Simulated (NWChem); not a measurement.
**Total energies of Ge (+1)**

```
Ge
```
Charge +1, spin multiplicity 2.

Everything below was run with NWChem.

Basis set: def2-QZVP (75 functions).

| method | total energy (Ha) | relative cost |
|---|---|---|
| UHF | -2075.08976 | 1 |
| UMP2 | -2075.30749 | under 3 |
| UB2PLYP | -2076.32298 | under 3 |
| UPBE | -2076.35907 | under 3 |
| UB3LYP | -2076.72194 | under 3 |
| UBLYP | -2076.74773 | under 3 |

Total energies of different functionals aren't comparable as a measure of quality: only differences taken within one method are. Costs are rough ratios of processor time within this set of runs, SCF included, with UHF as 1.

The Hamiltonian is non-relativistic. The correlated methods keep 9 core orbitals frozen. B3LYP has NWChem's definition, with VWN1-RPA local correlation. No SCF solution was tested for a lower state. Open-shell Hartree-Fock references start from PBE0 orbitals; any time given for them includes that run.
